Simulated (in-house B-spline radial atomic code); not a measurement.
# CAM-B3LYP excitations of Br7+

Method: CAM-B3LYP. Computed with an all-electron radial atomic-structure program (B-spline basis): linear response of the closed shell [Ar] 3d10 with the functional's adiabatic kernel; non-relativistic, point nucleus, no spin-orbit coupling, no double excitations, S, P, D and F terms only. Only terms of natural parity with L up to 3 were computed.

Without relativity these are model numbers for so heavy an element.

Command:
```bash
python run_td.py task.json out
```
Settings (radii: box in bohr, nucleus in fm):
```
Z                        35
electrons                28
configuration            [Ar] 3d10
hamiltonian              nr
method                   camb3lyp
box_radius               12.81
intervals                53
```

Cost of the run: 1.8 s on 1 thread of Intel(R) Xeon(R) Platinum 8488C (Sapphire Rapids), on a shared host.

The lowest states, in the order of their Tamm-Dancoff energies; the method's threshold (minus the highest occupied level) is 183.13 eV. Labels give the largest channel, * marks a mixed state, and oscillator strengths are full-response dipole values. Semilocal kernels can invert the small singlet-triplet splittings of Rydberg terms. Energies in eV:

```json
{"state": "3d → 4s 3D", "full response": "67.25", "Tamm-Dancoff": "67.27", "oscillator strength": "-"}
{"state": "3d → 4s 1D", "full response": "68.18", "Tamm-Dancoff": "68.19", "oscillator strength": "-"}
{"state": "3d → 4p 3P", "full response": "82.85", "Tamm-Dancoff": "82.87", "oscillator strength": "-"}
{"state": "3d → 4p 3F", "full response": "83.16", "Tamm-Dancoff": "83.17", "oscillator strength": "-"}
{"state": "3d → 4p 1F", "full response": "83.98", "Tamm-Dancoff": "83.98", "oscillator strength": "-"}
{"state": "3d → 4p 1P", "full response": "85.23", "Tamm-Dancoff": "85.32", "oscillator strength": "0.522"}
{"state": "3d → 4d 3S", "full response": "107.74", "Tamm-Dancoff": "107.79", "oscillator strength": "-"}
{"state": "3d → 4d 3D", "full response": "108.83", "Tamm-Dancoff": "108.85", "oscillator strength": "-"}
{"state": "3d → 4d 1D", "full response": "?", "Tamm-Dancoff": "?", "oscillator strength": "-"}
{"state": "3d → 4d 1S", "full response": "116.82", "Tamm-Dancoff": "117.73", "oscillator strength": "-"}
{"state": "3d → 5s 3D", "full response": "123.47", "Tamm-Dancoff": "123.47", "oscillator strength": "-"}
{"state": "3d → 5s 1D", "full response": "123.73", "Tamm-Dancoff": "123.74", "oscillator strength": "-"}
{"state": "3d → 5p 3P", "full response": "129.77", "Tamm-Dancoff": "129.78", "oscillator strength": "-"}
{"state": "3d → 5p 3F", "full response": "129.90", "Tamm-Dancoff": "129.91", "oscillator strength": "-"}
{"state": "3d → 5p 1F", "full response": "130.15", "Tamm-Dancoff": "130.15", "oscillator strength": "-"}
{"state": "3d → 5p 1P", "full response": "130.52", "Tamm-Dancoff": "130.55", "oscillator strength": "0.0428"}
{"state": "3d → 4f 3P", "full response": "130.74", "Tamm-Dancoff": "130.74", "oscillator strength": "-"}
{"state": "3d → 4f 3F", "full response": "130.94", "Tamm-Dancoff": "130.94", "oscillator strength": "-"}
{"state": "3d → 4f 1F", "full response": "131.27", "Tamm-Dancoff": "131.27", "oscillator strength": "-"}
{"state": "3d → 4f 1P", "full response": "?", "Tamm-Dancoff": "?", "oscillator strength": "?"}
{"state": "3d → 5d 3S", "full response": "140.01", "Tamm-Dancoff": "140.03", "oscillator strength": "-"}
{"state": "3d → 5d 3D", "full response": "140.45", "Tamm-Dancoff": "140.46", "oscillator strength": "-"}
```

Question: Where does 3d → 4f 1P lie?

Answer: At 132.47 eV in full response, 132.55 eV in Tamm-Dancoff, oscillator strength 1.18.

Question: Where does 3d → 4d 1D lie?

Answer: At 109.91 eV in full response, 109.93 eV in Tamm-Dancoff.

Question: How large is the singlet-triplet splitting of 3d → 4s (D terms) in Tamm-Dancoff?

Answer: 0.923 eV, from the unrounded values.

Question: What polarisabilities and dispersion coefficient does the method give?

Answer: Dipole 0.2751 bohr³, quadrupole 0.217 bohr⁵, C6 0.3583 hartree·bohr⁶ for two such species.
